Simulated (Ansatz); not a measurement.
Geometry optimisation, RKS PBE0/def2-SVP (Ansatz 0.2.0).

Input file:

```yaml
crystal:
  periodic: [false, false, false]
  atoms:
    - { symbol: Ge, position_ang: [-0.226583, 0.264406, -0.077139] }
    - { symbol: F, position_ang: [-0.494898, 0.494238, 1.581611] }
    - { symbol: F, position_ang: [1.441596, 0.118631, -0.418064] }
    - { symbol: F, position_ang: [-0.684706, 1.747242, -0.794134] }
    - { symbol: Cl, position_ang: [-1.361034, -1.293738, -0.920058] }
    - { symbol: Si, position_ang: [1.195285, -2.653915, 1.2887] }
    - { symbol: H, position_ang: [0.189303, -3.647465, 0.815861] }
    - { symbol: H, position_ang: [2.25005, -2.478223, 0.249589] }
    - { symbol: H, position_ang: [1.811447, -3.104671, 2.574922] }
    - { symbol: H, position_ang: [0.523239, -1.374505, 1.570914] }
basis:
  gaussian: { orbitals: def2-SVP }
hamiltonian:
  xc: pbe0
relax:
  f_tol: 0.03
  max_steps: 50
output:
  orbitals: {}
```

Launched with:

```bash
$ ansatz run input.yaml --threads 4 --pin off --max-ram 5120MiB --backend cpu --events-out ev --progress --plain --runs-dir out
```

Where does it end, and by what steps?

The forces met the threshold. The force dipped under the threshold on the way, but the program's further checks kept it going. After 34 steps the energy has fallen by 0.199 eV; H7 moved furthest, 1.45 Å.

```csv
step,energy less start (eV),largest force component (eV/Å),accepted
0,0.0000,0.605,yes
2,-0.0745,0.651,no
4,-0.1724,0.058,yes
6,-0.1801,0.060,yes
8,-0.1814,0.087,yes
10,-0.1828,0.004,yes
12,-0.1838,0.042,yes
14,-0.1844,0.055,yes
16,-0.1847,0.015,yes
18,-0.1842,0.135,no
20,-0.1856,0.063,yes
22,-0.1869,0.038,yes
24,-0.1872,0.055,yes
26,-0.1882,0.187,no
28,-0.1912,0.048,yes
30,-0.1935,0.098,yes
32,-0.1970,0.124,yes
34,-0.1994,0.015,yes
```

```xyz
10
Properties=species:S:1:pos:R:3
Ge -0.252 0.606 -0.180
F -1.036 0.721 1.329
F 1.364 0.132 0.106
F -0.208 2.169 -0.858
Cl -1.230 -0.743 -1.453
Si 1.206 -2.961 1.385
H 0.892 -4.331 1.889
H 1.352 -3.003 -0.100
H 2.470 -2.472 2.007
H 0.084 -2.045 1.747
```

Whether the end is a true minimum wasn't checked by a vibrational analysis.

Run time: 87 s on 4 threads of Arm Neoverse V2, with other jobs on the host, peak memory 0.37 GiB.
